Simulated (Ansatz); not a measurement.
## Energy profile

The step: CH₆GeO ([CH3][O][GeH3]) → CH₂O ([CH2][O]) + GeH₄; bonds formed: Ge1–H4; bonds broken: Ge1–O2, C3–H4 (atoms numbered as in the saddle structure below).

| atom | x (Å) | y (Å) | z (Å) |
| --- | --- | --- | --- |
| Ge1 | -0.2645 | 0.9872 | -0.4257 |
| O2 | 1.0342 | -0.7639 | -0.6874 |
| C3 | 0.3889 | -1.1031 | 0.3822 |
| H4 | -0.6561 | -0.2926 | 0.6565 |
| H5 | 1.0360 | 1.7150 | -0.0955 |
| H6 | -1.4125 | 1.8345 | 0.2490 |
| H7 | -0.7440 | 0.6082 | -1.8218 |
| H8 | 0.8691 | -0.9782 | 1.3725 |
| H9 | -0.2513 | -2.0071 | 0.3702 |

Electronic energies by CCSD(T) at an estimated basis limit (MP2 extrapolated from triple and quadruple zeta, plus CCSD(T) − MP2 in triple zeta), on PBE0-D4/def2-TZVP structures; CH$_{6}$GeO, singlet; no counterpoise correction. Program: Ansatz 0.2.0. Basis: def2-TZVPP and def2-QZVPP. Cores are frozen in the correlated methods. Filled d shells of the heavier atoms are correlated. The def2 sets are not built for correlating such inner shells, so the correlated values are less sure here. Extrapolation: Hartree–Fock as exp(−7.88 √X), correlation as X^−2.97.

Q: Give the profile in kcal/mol, counted from the start structure. (To be estimated.)

A: By the calculation:
```csv
point,kcal/mol
start structure,0.00
saddle,72.21
end structure,28.29
"separated: GeH$_{4}$ (Ge1, H4, H5, H6, H7; singlet) + CH$_{2}$O (linked as [CH2][O]; O2, C3, H8, H9; singlet)",30.17
```

No T1 diagnostic of these runs exceeds 0.016.

For scale, one of the runs: CCSD(T)/def2-TZVPP, 194 basis functions (an equivalent command: `ansatz run in.yaml --threads 4`). Hardware: 4 CPU threads, shared host. Wall time 49 s; peak host memory 2.3 GiB.
